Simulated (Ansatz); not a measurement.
Geometry optimisation, RKS B3LYP/6-31G* in Ansatz 0.2.0.

input.yaml

```yaml
crystal:
  periodic: [false, false, false]
  atoms:
    - { symbol: C, position_ang: [-0.3525, 0.9075, -0.5106] }
    - { symbol: B, position_ang: [-0.0593, -0.5853, -0.2797] }
    - { symbol: "N", position_ang: [0.283, -1.0994, 1.0923] }
    - { symbol: F, position_ang: [-0.0323, -1.4915, -1.3954] }
    - { symbol: H, position_ang: [0.3108, 1.3673, -1.281] }
    - { symbol: H, position_ang: [-0.3249, 1.5444, 0.4213] }
    - { symbol: H, position_ang: [-1.4075, 1.0395, -0.9131] }
    - { symbol: H, position_ang: [1.3307, -1.4491, 1.0348] }
    - { symbol: H, position_ang: [0.3405, -0.2797, 1.8143] }
basis:
  gaussian: { orbitals: "6-31G*" }
hamiltonian:
  xc: b3lyp
relax:
  f_tol: 0.015
  max_steps: 40
output:
  orbitals: {}
```

Launched with:

```bash
$ ansatz run input.yaml --threads 1 --pin off --max-ram 2048MiB --backend cpu --events-out ev --progress --plain --runs-dir out
```

Problem. Where does it end, and by what steps?

Solution. It converged. After 9 steps the energy has fallen by 1.059 eV; H8 moved furthest, 0.63 Å.

```tsv
step	energy less start (eV)	largest force component (eV/Å)	accepted
0	0.0000	2.762	yes
1	-0.6036	2.258	yes
2	-0.8238	1.580	yes
3	-1.0110	0.341	yes
4	-1.0555	0.228	yes
5	-1.0585	0.068	yes
6	-1.0591	0.034	yes
7	-1.0592	0.016	yes
8	-1.0592	0.057	no
9	-1.0593	0.005	yes
```

```xyz
9
Properties=species:S:1:pos:R:3
C -0.430 0.967 -0.542
B 0.097 -0.492 -0.259
N 0.549 -0.929 0.996
F 0.122 -1.388 -1.271
H 0.180 1.453 -1.315
H -0.430 1.615 0.341
H -1.454 0.937 -0.937
H 0.883 -1.870 1.155
H 0.570 -0.338 1.813
```

Whether the end is a true minimum wasn't checked by a vibrational analysis.

The run took 64 s on 1 thread of Intel(R) Xeon(R) Processor @ 2.50GHz (Skylake/Cascade Lake) (shared host), peak memory 0.17 GiB.
